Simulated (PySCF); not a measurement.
Run record: geometry optimisation, `[SiH3]c1ccccp1`.

Computed with PBE/def2-SVP geometry optimisation, gas phase (PySCF 2.14.0). Start geometry: GFN2-xTB. A driver script takes a list of jobs; this job's settings line and coordinates (Å) are shown.

Input:
```
{"job": {"xc": "PBE", "basis": "def2-SVP", "grid": 1, "kind": "geom"}, "charge": 0, "multiplicity": 1}
Si     2.582635    -0.290470     0.127116
C      0.691667    -0.221743     0.036063
C      0.027389     0.989141    -0.051208
C     -1.349383     1.137482    -0.116745
C     -2.221746     0.061176    -0.100878
C     -1.796554    -1.247992    -0.020915
P     -0.142707    -1.757755     0.073019
H      3.088921    -1.058910    -1.011907
H      3.100314     1.079597     0.084988
H      2.975458    -0.941715     1.378483
H      0.628702     1.891621    -0.069332
H     -1.758088     2.136423    -0.182328
H     -3.285678     0.257706    -0.153979
H     -2.541606    -2.035034    -0.014543
```

What does the run print?

```
step   0  E = -824.66145054  max force = 0.016882
step   1  E = -824.66650251  max force = 0.002535
step   2  E = -824.66653883  max force = 0.000497
step   3  E = -824.66654105  max force = 0.000303
optimisation converged
```

Energies in Eh; «max force» is the largest Cartesian gradient component in Eh/bohr.

How much energy does the optimisation release, in kcal/mol?

E(step 0) − E(last step) = 0.005091 Eh, which is 3.2 kcal/mol.

Summary of the converged run: final energy -824.66654 Eh after 3 steps; dipole 1.95 D.

Where do the atoms end?

0.044 Å rms from the input after alignment:
```
atom  x, y, z in Å
Si1    2.6748   -0.2821    0.2069
C2     0.7821   -0.2252    0.1192
C3     0.1224    1.0169    0.0295
C4    -1.2738    1.1718   -0.0379
C5    -2.1634    0.0848   -0.0214
C6    -1.7377   -1.2475    0.0622
P7    -0.0697   -1.7721    0.1584
H8     3.2520   -1.0550   -0.9488
H9     3.2011    1.1283    0.1629
H10    3.1416   -0.9378    1.4791
H11    0.7323    1.9380    0.0102
H12   -1.6858    2.1909   -0.1062
H13   -3.2452    0.2946   -0.0775
H14   -2.5043   -2.0420    0.0685
```

Hardware: one thread of an Arm Neoverse V1, shared host. Cost: 41 s wall, 0.55 GiB resident at most.
Labels such as C1 count atoms from 1, the log's own numbers from 0.
